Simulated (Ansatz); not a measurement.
Ansatz (a first-principles code) input (PBE0/6-31G*):

Ansatz 0.2 input:
```yaml
crystal:
  periodic: [false, false, false]
  atoms:
    - {symbol: Ga, position_ang: [0.30374815, 0.11982264, 0.09043944]}
    - {symbol: F, position_ang: [-0.68066706, 0.93279515, -1.13588949]}
    - {symbol: F, position_ang: [-0.36557658, -1.34551759, 0.82437587]}
basis:
  gaussian:
    orbitals: 6-31G*
hamiltonian:
  xc: {name: PBE0}
magnetization: {spin_polarized: true, initial_magnetization: 1}
```

End of the output:

```
integrals: 0.02 GiB planned
563 factors; integrals over basis functions are off by at most 7.9e-4 eV
mean field: 0.29 GiB planned
mean field evaluation 1: about -57789.0300 eV, gradient 3.5e1 eV
mean field evaluation 2: about -57774.0193 eV, gradient 7.7e1 eV
mean field evaluation 4: about -57793.2011 eV, gradient 6.7e-1 eV
mean field evaluation 8: about -57793.2218 eV, gradient 5.5e-2 eV
mean field evaluation 16: about -57793.2219 eV, gradient 3.1e-5 eV
mean field -57793.22185060 eV, -2123.8617293570 hartree, gradient 3.0e-5 eV, S^2 0.752631; 0 other end points of the search recorded, 0 dependent functions left out
reference -57793.22188470 eV, -2123.8617306099 hartree; 25, 24 occupied and 40, 41 virtual orbitals, 563 factors
Total energy: -57793.22188470 eV, -2123.8617306099 hartree
```

It need not be the lowest isomer of its formula.
